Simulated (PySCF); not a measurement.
Static response to an electric field

Species: C5H6BNO2.
Geometry (PBE0-D3(BJ)/def2-SVP, Å), atoms numbered from 1 in this order:
```xyz
15
C5H6BNO2 angstrom
O      2.1889   -1.2354    0.6501
B      1.6038   -0.1556    0.0612
O      2.2826    0.8893   -0.4899
C      0.0357   -0.1109    0.0104
C     -0.7483   -1.1640    0.4967
C     -2.1371   -1.0738    0.4175
N     -2.7770   -0.0272   -0.0996
C     -2.0384    0.9794   -0.5616
C     -0.6450    0.9855   -0.5320
H      3.1498   -1.2406    0.6614
H      3.2411    0.8402   -0.4389
H     -0.2759   -2.0477    0.9327
H     -2.7652   -1.8915    0.7912
H     -2.5854    1.8323   -0.9812
H     -0.0876    1.8381   -0.9278
```

Level: wB97X-D/def2-SVPD (PySCF), static field, nuclei fixed, core orbitals frozen in the response. The polarisability tensor in these axes (au):

```
x   106.16  -0.01   1.23
y    -0.01  85.16 -16.33
z     1.23 -16.33  59.58
```

Q: Diagonalise the tensor; give its mean and Δα, where Δα² is half the sum of the squared differences of the eigenvalues.

A: Principal values 51.60, 93.08 and 106.20 au; mean 83.63 au = 12.39 Å³ = 13.79 × 10⁻⁴⁰ C²·m²/J; Δα = 49.37 au (59 % of the mean).

Q: What is the dipole moment, and where does it point?

A: (4.91, -0.14, 0.17) D, 4.92 D in size, pointing from the negative to the positive side. Measured along this direction, the outermost atoms are N7, H13 and H14 at the negative end and H10 and H11 at the positive end.

Q: In TDDFT the mean static polarisability is Σ f/ω² over all singlet excitations (ω in hartree). How much of it do the 6 lowest give? Their energies (eV) and oscillator strengths: 4.65, 0.0040; 5.23, 0.0571; 5.39, 0.0000; 6.19, 0.0417; 7.05, 0.7316; 7.24, 0.0002.

A: They add up to 13.39 au, 16.0 % of the 83.63 au; the largest single term is 10.91 au, from the state at 7.05 eV. Terms in order: 0.14, 1.55, 0.00, 0.80, 10.91, 0.00 au. Higher excitations give the rest. The strengths listed sum to 0.835.

Q: Refractivity n − 1 of an ideal gas of it at 273.15 K and 1 atm, from the electronic α?

A: N = p/kT = 2.6868 × 10¹⁹ cm⁻³, so n − 1 = 2π × N × 12.39 × 10⁻²⁴ cm³ = 2092 × 10⁻⁶ at long wavelengths, for an ideal gas.

Q: Rayleigh depolarisation ratio (linearly polarised light, static tensor)?

A: ρ = 3Δα²/(45ᾱ² + 4Δα²) = 7311.4/(314724 + 9748.5) = 0.0225.

Isolated species at its PBE0-D3(BJ)/def2-SVP geometry (one conformer only).

The run behind these numbers computed excited states as well. Cost: about 2.3 min of CPU time on one thread; the machine was shared, so the figure is rough.
